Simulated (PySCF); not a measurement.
F4Si, charge +1, doublet, geometry from GFN2-xTB (a state made from the parent by changing its charge; the spin is typed, not shown lowest). Base run: HF/3-21G (PySCF).

Geometry (Å):
```xyz
5

F      1.5473    -0.1525     0.2610
Si     0.0000     0.0000     0.0000
F     -0.3258     1.4981    -0.3676
F     -0.7948    -0.4071     1.2993
F     -0.4267    -0.9386    -1.1927
```
Charge +1, spin multiplicity 2.
Orbitals are unrestricted.
All else is at PySCF's defaults.

Each row names what was changed in the base input (with any setting that the change needs).

```tsv
change	E (Eh)	HOMO (eV)	<S^2>	core-seconds (rough)	outcome
base	-682.64611	-22.77	0.780	0.8	converged
functional = blyp	-	-	-	-	not converged
functional = m06	-684.75158	-19.87	0.753	20	converged
functional = b97-1	-684.68611	-19.50	0.754	10	converged
functional = tpssh	-684.83477	-18.87	0.753	30	converged
functional = wb97m_v	-	-	-	-	cut at the time limit
functional = m06l	-	-	-	-	not converged
functional = tpss	-	-	-	-	not converged
functional = revpbe	-	-	-	-	not converged
functional = b3lyp; dispersion = d3bjm	-684.84179	-19.48	0.754	10	converged
functional = wb97x	-684.71586	-22.11	0.755	10	converged
functional = mn15	-683.81602	-20.55	0.754	20	converged
functional = mn12l	-684.48680	-18.78	0.752	30	converged
```

Total energies compare only within one method and basis.

Open shells are given as the SCF converged; they aren't shown to be the lowest states, and a large step between rows can be another state.
